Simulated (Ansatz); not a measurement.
`C=C[SiH2]O[SiH](F)F` + `[SiH3][O][GeH3]` → `F[SiH](F)[O][GeH3]` + `C=C[SiH2]O[SiH3]`  (redistribution)

Program: Ansatz. Geometries: PBE0-D4/def2-TZVP. ΔE: electronic, gas phase. CCSD(T)/CBS adds triple-zeta CCSD(T) − MP2 to the extrapolated MP2 energy (def2 sets, frozen cores). DFT in def2-TZVPP. B3LYP here is the variant with VWN-RPA as its local correlation; programs differ in this. For Ge outer-core shells are correlated without core-valence functions, which leaves a few kJ/mol of doubt a bond. Scalar relativity is left out up to krypton. One conformer a species, not always the lowest.

`C=C[SiH2]O[SiH](F)F`:

Z-matrix (Å, degrees):
```
Si
C 1 1.849
O 1 1.647 2 110.1
H 1 1.486 2 110.7 3 120.5
H 1 1.484 2 111.1 3 -118.5
C 2 1.330 1 124.2 3 0.3
H 2 1.090 1 117.6 3 -179.5
Si 3 1.597 1 154.0 2 74.7
H 6 1.086 2 121.9 1 -179.8
H 6 1.086 2 122.1 1 0.2
F 8 1.584 3 109.6 1 -86.6
F 8 1.582 3 110.5 1 30.6
H 8 1.464 3 111.6 1 152.6
```

`[SiH3][O][GeH3]`:

Cartesian coordinates in Å:
```
Si -0.959 0.171 1.208
O -0.375 0.530 -0.274
Ge 0.939 -0.104 -1.286
H -1.445 -1.236 1.265
H -2.085 1.093 1.497
H 0.093 0.333 2.251
H 0.913 0.738 -2.566
H 0.656 -1.588 -1.574
H 2.263 0.062 -0.522
```

`F[SiH](F)[O][GeH3]`:

Z-matrix (Å, degrees):
```
Si
F 1 1.587
O 1 1.598 2 110.8
F 1 1.586 2 105.6 3 -120.1
H 1 1.465 2 109.2 3 122.5
Ge 3 1.788 1 139.0 2 -55.8
H 6 1.534 3 108.3 1 -18.8
H 6 1.533 3 106.5 1 101.7
H 6 1.531 3 105.3 1 -139.0
```

`C=C[SiH2]O[SiH3]`:

Cartesian coordinates in Å:
```
C 1.818 1.018 -0.458
C 1.843 -0.090 0.276
Si 0.376 -1.204 0.479
O -0.897 -0.598 -0.350
Si -2.245 0.320 -0.274
H 2.685 1.663 -0.565
H 0.922 1.328 -0.990
H 2.771 -0.353 0.783
H 0.025 -1.327 1.921
H 0.673 -2.561 -0.049
H -3.339 -0.368 -1.003
H -2.648 0.534 1.141
H -1.984 1.637 -0.911
```

| level | ΔE (kJ/mol) |
| --- | --- |
| r2SCAN-D4 | -3.1 |
| B3LYP-D4 | -3.5 |
| ωB97M-V | -4.1 |
| B2PLYP | -4.1 |
| r2SCAN | -3.3 |
| PBE0 | -4.0 |
| B3LYP | -4.3 |
| CCSD/def2-TZVPP | -4.2 |

**Question.** What does CCSD(T)/CBS give? (An estimate is asked.)

**Answer.** Computed: -3.7 kJ/mol. The listed levels differ from it by 0.6, 0.2, -0.4, -0.4, 0.4, -0.3, -0.6, -0.5 kJ/mol.

Largest T1 diagnostic among the species: 0.012.
